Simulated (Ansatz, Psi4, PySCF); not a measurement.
C3H9BO3 (SMILES COB(OC)OC), singlet, geometry from GFN2-xTB. Base run: PBE/STO-3G (PySCF).

Input for PySCF:
```python
from pyscf import gto, scf, dft

mol = gto.M(
    atom='''
B    -0.002275   -0.009586    0.002150
O     0.840330    0.909062    0.557144
C     0.787271    2.269122    0.186763
H    -0.148769    2.721412    0.522483
H     1.630937    2.763931    0.668381
H     0.857041    2.380127   -0.897158
O     0.079251   -1.318325    0.384074
C     1.013182   -1.736352    1.355099
H     0.762709   -1.317885    2.332627
H     0.965685   -2.824844    1.394997
H     2.021588   -1.414865    1.087533
O    -0.910744    0.385836   -0.930206
C    -1.805403   -0.512322   -1.550993
H    -1.698231   -1.517817   -1.144592
H    -2.823105   -0.152456   -1.384954
H    -1.597470   -0.524936   -2.623377
''',
    basis='sto-3g',
    charge=0,
    spin=0,
    verbose=4,
)

mf = dft.RKS(mol)
mf.xc = 'pbe'
mf.kernel()
```

The same geometry, method and basis name were run in Ansatz (an electronic-structure program) and Psi4 and PySCF, at each program's defaults and at the settings that a row names. The base is PySCF at its defaults. Differences at the defaults can come from grids, fitting, cores and function types together.

```
code and settings                                                                             ΔE vs base (mEh)  basis functions      E (Eh)  SCF cycles  dipole (D)
--------------------------------------------------------------------------------------------  ----------------  ---------------  ----------  ----------  ----------
PySCF, defaults (exact integrals, its default grid, spherical functions)                                 0.000               44  -365.08529           9        0.06
Psi4, defaults (density fitting with its default set, its default grid, spherical functions)            -2.446               44  -365.08773           8        0.06
Ansatz, defaults (factorised integrals, its default grid, spherical functions)                          -0.008               44  -365.08529           -           -
PySCF, density fitting with def2-universal-jkfit                                                        -2.440               44  -365.08773           9        0.06
PySCF, fine grid                                                                                        -0.002               44  -365.08529           9        0.06
Psi4, exact integrals, spherical functions, fine grid                                                   -0.001               44  -365.08529          11        0.06
Ansatz, high accuracy                                                                                   -0.002               44  -365.08529           -           -
```
